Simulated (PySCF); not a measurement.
Z-matrix (Å, degrees):
```
Ti
O 1 1.8085
H 2 0.9742 1 125.75
O 1 1.8092 2 110.16 3 -106.50
H 4 0.9744 1 125.05 2 -15.34
O 1 1.8093 2 110.22 3 12.73
H 6 0.9745 1 124.98 2 103.03
O 1 1.8101 2 108.15 3 132.94
H 8 0.9745 1 124.99 2 137.04
```
Charge 0, spin multiplicity 1.

Q: Predict the HOMO, HOMO–LUMO gap, total energy, dipole moment and LUMO from TPSSh-D3(BJ)/def2-TZVP // BP86-D3(BJ)/def2-SVP in PySCF.

A: 
| Property | Value |
|---|---|
| HOMO | -8.06 eV |
| HOMO–LUMO gap | 6.27 eV |
| total energy | -1153.1528 Ha |
| dipole moment | 0.07 D |
| LUMO | -1.79 eV |
